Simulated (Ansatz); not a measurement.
One change: `C[CH2][AlH][CH2]N` becomes `C[CH2][AlH][CH2]C`.

Ansatz, PBE0-D4/def2-TZVP geometries, multiplicity 1. Each molecule was computed in one conformer, which needn't be the lowest.

```
                                      property  `C[CH2][AlH][CH2]N`
            HOMO energy (PBE0/def2-TZVPP) / eV                -6.56
size of the dipole moment (PBE/def2-TZVPP) / D                 1.16
             HOMO energy (PBE/def2-TZVPP) / eV                -5.13
         LUMO energy (ωB97M-V/def2-TZVPP) / eV                 0.70
zero-point energy (PBE0-D4/def2-TZVP) / kJ/mol                328.0
         HOMO energy (ωB97M-V/def2-TZVPP) / eV                -8.93
```

Question: Give the same properties after the change, and the shifts. (Estimate.)

Answer: Computed: 
| property | `C[CH2][AlH][CH2]C` | shift |
| --- | --- | --- |
| HOMO energy (PBE0/def2-TZVPP) / eV | -7.08 | -0.52 |
| size of the dipole moment (PBE/def2-TZVPP) / D | 0.68 | -0.48 |
| HOMO energy (PBE/def2-TZVPP) / eV | -5.86 | -0.73 |
| LUMO energy (ωB97M-V/def2-TZVPP) / eV | 0.70 | 0.00 |
| zero-point energy (PBE0-D4/def2-TZVP) / kJ/mol | 355.3 | 27.3 |
| HOMO energy (ωB97M-V/def2-TZVPP) / eV | -9.30 | -0.37 |

The zero-point energy changes by 27.3 kJ/mol with +3 modes. Dipoles are sizes alone; their direction can turn.
